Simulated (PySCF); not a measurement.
## Exact mass, isotope pattern and composition

Species: C3H10AlNO.

Calculated from tabulated atomic weights, isotope masses and abundances; no fragmentation.

Task: Find the molar and monoisotopic masses of C3H10AlNO.

Result: For C3H10AlNO, with standard atomic weights, 3 × 12.011 + 1 × 15.999 + 1 × 26.982 + 1 × 14.007 + 10 × 1.008 = 103.101 g/mol. From the most abundant isotopes (12C, 16O, 27Al, 14N, 1H), 3 × 12.000000 + 1 × 15.994915 + 1 × 26.981539 + 1 × 14.003074 + 10 × 1.007825 = 103.0578 u.

Task: What cluster does the molecular ion M+• show when like nominal masses merge?

Result: 
```csv
nominal mass,m/z (centroid),relative intensity
103,103.0572,100.0
104,104.0601,3.8
105,105.0617,0.3
```

Cut off at 0.1 %. One electron mass, 0.00055 u, is taken off. Abundances used (%; other tables differ somewhat): 12C 98.93, 13C 1.07; 16O 99.757, 17O 0.038, 18O 0.205; 14N 99.632, 15N 0.368; 1H 99.9885, 2H 0.0115.

Task: Which m/z would the protonated, sodiated and deprotonated molecule have?

Result: [M+H]+ 104.0651, [M+Na]+ 126.0470, [M−H]− 102.0505, for the monoisotopic species (arithmetic only; whether such ions form is another matter).

Task: Protons, neutrons, electrons, and exact less nominal mass of the monoisotopic species?

Result: 56 protons, 47 neutrons and 56 electrons; 103.0578 − 103 = +0.0578 u.

Task: Resolve the fine structure: one atom at a time replaced by a minor isotope.

Result: Intensity in % of the monoisotopic species:

```csv
isotope,mass shift (u),m/z,intensity (%)
15N,+0.99703,104.0543,0.37
13C,+1.00335,104.0606,3.24
17O,+1.00422,104.0614,0.04
2H,+1.00628,104.0635,0.12
18O,+2.00425,105.0615,0.21
```

Species under 0.02 % are left out.
